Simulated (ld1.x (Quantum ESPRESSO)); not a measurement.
**Building the TM potential for carbon (C) (LDA (PZ), non-relativistic).**

| Item | Value |
| --- | --- |
| Element | C (Z = 6) |
| Generator | ld1.x (Quantum ESPRESSO) 7.5 |
| Type | norm-conserving Troullier–Martins (Kleinman–Bylander form) |
| Functional | LDA (PZ) |
| Relativity | non-relativistic |
| Frozen core | [He] |
| Valence charge | 4 |
| Reference configuration | 2s2 2p2 |
| Partial waves | 2s (bound): rc 0.75 bohr; 3d channel at 0.05 Ry: rc 1.25 bohr; 2p (bound): rc 1.55 bohr |
| Local potential | the p channel |
| Core correction | a·sin(br)/r model core inside 0.52 bohr |

Results:

```
Cutoffs needed           : 140 Ry and 260 Ry (the cutoffs (Ry, on a coarse ladder) from which the occupation-weighted sum of valence levels, in a spherical-Bessel basis at the reference potential, stays within 10 and 1 mRy of its value at 400 Ry)
Ghost test               : no extra level below or beside the all-electron valence levels (s, d, p, f tested) (spherical-Bessel basis up to 400 Ry, 20 bohr box)
Largest excitation error : +214 meV (all-electron minus pseudo) for 2s1 2p0, out of 7 test configurations
```

Generation and tests took about 0.9 s on one core of a shared server CPU.
